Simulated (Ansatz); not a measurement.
Total energies of Sn(vinyl)2(NHiPr)2 (C10H22N2Sn) from Ansatz at PBE0-D4/def2-SVP, gas phase (1 Eh = 27.2114 eV = 2625.5 kJ/mol). The reference geometry is relaxed at r2SCAN-D4/def2-SVP.

Cartesian coordinates in Å:
```
Sn 0.095 -0.304 0.046
C 0.616 1.687 0.699
C 1.799 1.953 1.271
H -0.121 2.497 0.596
H 2.571 1.183 1.398
H 2.062 2.957 1.635
C 1.621 -1.673 0.664
C 2.092 -2.570 -0.212
H 2.015 -1.656 1.689
H 1.709 -2.612 -1.241
H 2.868 -3.298 0.059
N -0.104 -0.597 -1.981
C 0.450 0.309 -2.982
C 1.944 0.505 -2.736
C -0.276 1.657 -3.065
H -1.062 -0.862 -2.210
H 0.340 -0.190 -3.967
H 2.116 1.011 -1.769
H 2.398 1.131 -3.519
H 2.465 -0.464 -2.712
H -0.151 2.218 -2.122
H 0.111 2.284 -3.887
H -1.356 1.511 -3.232
N -1.776 -0.932 0.643
C -2.214 -0.871 2.035
C -2.673 0.524 2.472
C -1.114 -1.393 2.953
H -2.495 -0.549 0.028
H -3.082 -1.557 2.139
H -1.829 1.235 2.434
H -3.073 0.520 3.500
H -3.466 0.904 1.806
H -0.248 -0.705 2.952
H -1.467 -1.468 3.993
H -0.767 -2.385 2.625
```

```csv
state,geometry,energy (Eh)
charge 0 singlet,reference,-717.10735
charge 1 doublet,reference,-716.82380
free Sn atom (triplet),–,-214.25429
free C atom (triplet),–,-37.76066
free H atom (doublet),–,-0.50029
free N atom (quartet),–,-54.47898
```

In the def2 sets Sn takes a core potential; there is no spin–orbit coupling.

**Question.** Work out the vertical ionisation energy to the doublet.

**Answer.** E(charge 1 doublet) − E(charge 0 singlet) = -716.82380 − (-717.10735) = 0.28355 Eh = 7.72 eV. For comparison, −ε of the highest occupied level is 6.06 eV at this level, 1.66 eV less.

**Question.** What is the binding energy per atom against free atoms?

**Answer.** Atoms: 1 × (-214.25429) + 10 × (-37.76066) + 22 × (-0.50029) + 2 × (-54.47898) = -711.82523 Eh. Binding: -711.82523 − (-717.10735) = 5.28212 Eh = 143.73 eV, or 4.11 eV for each of 35 atoms (no zero-point energy, no counterpoise term).
